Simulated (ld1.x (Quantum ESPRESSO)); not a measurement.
# Building the ultrasoft potential for Mg (LDA (PZ), scalar-relativistic).

magnesium, ultrasoft, made with ld1.x (Quantum ESPRESSO) 7.5 (LDA (PZ), scalar-relativistic). Core [He], reference 2s2 2p6 3s2 3p0. Waves: 2s (bound): rcut 1.00, rcutus 1.40 bohr; 3s (bound): rcut 1.00, rcutus 1.40 bohr; 2p (bound): rcut 1.25, rcutus 1.55 bohr; 3p (bound, empty): rcut 1.25, rcutus 1.55 bohr; 3d channel at 0.4 Ry: rcut 1.10, rcutus 1.45 bohr; 3d channel at 2.5 Ry: rcut 1.10, rcutus 1.45 bohr. Local part: all-electron potential smoothed inside 1.05 bohr (lloc = -1). Core correction: none. Augmentation charge: PSQ, inside the norm-conserving radii.

All-electron outer shells of the reference configuration (LDA (PZ), scalar-relativistic, ld1.x):

```
shell  level (eV)  outermost node (bohr)  outermost maximum (bohr)
   1s    -1253.43                      –                      0.09
   2s      -79.28                   0.18                      0.55
   2p      -46.72                      –                      0.48
   3s       -4.79                   0.90                      2.53
   3p       -1.38                   0.96                      3.50
```

Results:

```json
{"Configuration tests": "test run stopped at test 5 of 9 (negative rho)", "Lowest eigenvalue of the overlap operator": "-1.02 (s channel); it is negative, so in a basis up to 400 Ry S is not positive definite and the file is unfit for use", "Density cutoff estimated by the generator": "303 Ry"}
```

The ghost test of this file was not conclusive. Its overlap operator is not positive definite in a basis up to 400 Ry (lowest eigenvalue s -1.02), so the file is unfit for use: the generalised eigenproblem breaks down once the basis is large enough, and its test numbers describe a broken file.

Generation and tests took about 1.9 s on one core of a shared server CPU.
